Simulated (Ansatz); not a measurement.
The cluster HfAg₁₂, relaxed as a singlet with RKS r2SCAN-D4/def2-SVP in Ansatz, starting from the GFN1-xTB geometry. Force threshold 0.03 eV/Å.

In the def2 sets Ag, Hf take a core potential; there is no spin–orbit coupling. Single mean-field runs in def2-SVP are fitted with def2-universal-jkfit. The structure comes from a short search, and lower isomers may exist.

Start:

```xyz
13

Hf   -0.014   -0.705   -0.916
Ag    1.706   -1.881    1.064
Ag   -2.377    0.953   -1.346
Ag    2.059    0.414   -2.489
Ag   -0.810   -1.695    2.337
Ag   -2.564   -1.388    0.163
Ag    1.053    0.358    2.768
Ag    0.820    2.820    1.483
Ag   -0.476   -3.293   -0.017
Ag    2.279    0.749    0.254
Ag   -0.553    0.492   -3.403
Ag    0.176    2.221   -1.185
Ag   -1.299    0.954    1.290
```

Q: Estimate the energy that the relaxation releases and the steps that it takes.

A: 1.97 eV, in 15 steps; 2.4 min on 2 threads of AMD EPYC 7R13 on a shared host and a share (18 GiB) of an NVIDIA H100 80GB HBM3. No frequencies were taken in this run, so the end may be a saddle point.

Q: Does the start keep its bonding and symmetry?

A: Bonds lost: Ag2–Ag5, Ag6–Ag13, Ag10–Ag12 (atoms count from 1). Bonds formed: Hf1–Ag8, Ag3–Ag5, Ag4–Ag8, Ag6–Ag11 (atoms count from 1). Metal–metal contacts that move far: Hf1–Ag7 3.98 to 2.88 Å, Ag5–Ag6 2.81 to 3.64 Å. The end is the same structure that another start reached, the lowest one found.

Q: Predict the relaxed structure.

A: 
```
atom   x (Å)   y (Å)   z (Å)
 Hf1   0.170  -0.314  -0.222
 Ag2   1.852  -2.137   1.328
 Ag3  -2.615   0.422  -0.462
 Ag4   1.736   1.223  -2.042
 Ag5  -1.627  -0.968   1.874
 Ag6  -1.796  -1.954  -1.627
 Ag7   0.951   0.208   2.501
 Ag8   1.429   2.256   0.620
 Ag9  -0.501  -3.099   0.441
Ag10   3.001   0.033   0.147
Ag11  -0.740   0.227  -2.891
Ag12  -0.716   2.386  -1.159
Ag13  -1.143   1.717   1.492
```
Bond lengths (bridged metal pairs left out): 25 × Ag–Ag 2.69 to 3.13 Å; 12 × Ag–Hf 2.84 to 2.99 Å.
